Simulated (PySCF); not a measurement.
C2H10FNSi2. Atoms are numbered in the order given.

```xyz
16

N     -3.5181    -0.4014    -0.3942
C     -2.4463    -0.3249     0.5970
Si    -0.7973     0.0535    -0.2614
C      0.6305    -0.0137     0.9862
Si     2.3294    -0.0801     0.2173
F      2.3547     0.9289    -1.0691
H     -3.3880    -1.2111    -1.0006
H     -4.4281    -0.5198     0.0515
H     -2.3296    -1.2201     1.2495
H     -2.6496     0.5181     1.2818
H     -0.5692    -0.9796    -1.3191
H     -0.8463     1.3933    -0.9059
H      0.5572     0.8626     1.6535
H      0.5082    -0.9117     1.6190
H      3.3969     0.3706     1.1523
H      2.6282    -1.4495    -0.2826
```

The structure is a stationary point at B3LYP-D3(BJ)/def2-SVP. The structure was generated by enumeration, and PubChem lists no compound with its InChIKey, so it may never have been made. Other conformers were not sampled.

Calculation: PBE/pcSseg-1 run with PySCF.

GIAO shieldings, no solvent; atoms listed in one row are averaged. δ = σ(ref) − σ: ¹⁵N against NH3 (σ = 267.0 ppm); ¹³C against TMS (σ = 182.0 ppm); ²⁹Si against TMS (σ = 335.4 ppm); ¹⁹F against CFCl3 (σ = 133.6 ppm); ¹H against TMS (σ = 31.49 ppm), references at their B3LYP-D3(BJ)/def2-TZVP geometries, non-relativistic.

Computed chemical shifts:
```csv
nucleus,atoms,count,δ (ppm)
¹⁵N,N1,1,31.5
¹³C,C2,1,37.4
¹³C,C4,1,-1.3
²⁹Si,Si5,1,11.6
²⁹Si,Si3,1,-41.4
¹⁹F,F6,1,-244.8
¹H,H15,1,5.85
¹H,H16,1,5.58
¹H,H12,1,4.56
¹H,H11,1,4.38
¹H,H9,1,3.03
¹H,H10,1,2.92
¹H,H13,1,0.84
¹H,H8,1,0.81
¹H,H7,1,0.35
¹H,H14,1,-0.17
```
